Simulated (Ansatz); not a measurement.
Reaction (SMILES): [Hf](=[O])=[O] -> [O]=[Hf]=[O] as doublet, charge -1 (an electron is taken up)

Wanted: adiabatic electron affinity (0 K, with zero-point energies), in eV. Positive where the reaction releases energy. Terms: dispersion terms only where a functional's name holds one; no spin-orbit coupling; def2 sets with scalar-relativistic core potentials past Kr; open shells spin-unrestricted; LANL2DZ with its own core potentials from Na on. Ab initio and DFT rows: single points at B3LYP-D3(BJ) geometries (Ansatz, a first-principles code), with unscaled harmonic terms from B3LYP/6-31G* (LANL2DZ past Ar) at its own minima. The spin state of an ion or metal species was assumed, not searched.

| species | coefficient | E at B3LYP/LANL2DZ (Ansatz), Eh | E at PBE0/def2-TZVPD (Ansatz), Eh | zero-point energy, kcal/mol |
|---|---|---|---|---|
| [O]=[Hf]=[O] | +1 | -199.38827 | -198.37747 | 2.98 |
| [O]=[Hf]=[O] as doublet, charge -1 | -1 | -199.47105 | -198.45287 | 2.78 |

 1 Eh = 27.2114 eV and 1 eV = 23.0605 kcal/mol.

Problem. Compute it at each level from the table.

Solution. 
- B3LYP/LANL2DZ: the sum of coefficient times E is 0.08278 Eh, or 2.253 eV; the thermal terms add 0.009. Result: 2.26 eV.
- PBE0/def2-TZVPD: the sum of coefficient times E is 0.07540 Eh, or 2.052 eV; the thermal terms add 0.009. Result: 2.06 eV.
